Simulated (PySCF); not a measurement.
Cartesian coordinates (Å):
SMILES: c1c2c3c(cccc3)ccc2ccc1S
```xyz
25

S     -4.4496    -0.9984    -0.9858
C     -3.0035    -0.1042    -0.5159
C     -3.1752     1.2580    -0.1857
C     -2.0866     2.0103     0.1899
C     -0.7905     1.4538     0.2542
C      0.3331     2.2473     0.6463
C      1.5815     1.7134     0.7091
C      1.8125     0.3380     0.3841
C      3.1128    -0.2092     0.4517
C      3.3462    -1.5322     0.1409
C      2.2743    -2.3524    -0.2507
C      0.9946    -1.8384    -0.3235
C      0.7237    -0.4887    -0.0114
C     -0.6103     0.0835    -0.0776
C     -1.7393    -0.6696    -0.4593
H     -3.8432    -2.1844    -1.1984
H     -4.1697     1.7085    -0.2291
H     -2.2187     3.0646     0.4465
H      0.1647     3.2980     0.8957
H      2.4345     2.3268     1.0098
H      3.9374     0.4403     0.7574
H      4.3573    -1.9417     0.1980
H      2.4521    -3.4014    -0.4988
H      0.1829    -2.4991    -0.6303
H     -1.6210    -1.7227    -0.7171
```
Charge 0, spin multiplicity 1.

Give the HOMO, HOMO–LUMO gap and total energy at the level PBE0-D4/def2-SVP run with PySCF.


* **HOMO**: -5.95 eV
* **HOMO–LUMO gap**: 4.72 eV
* **total energy**: -936.4824 Ha
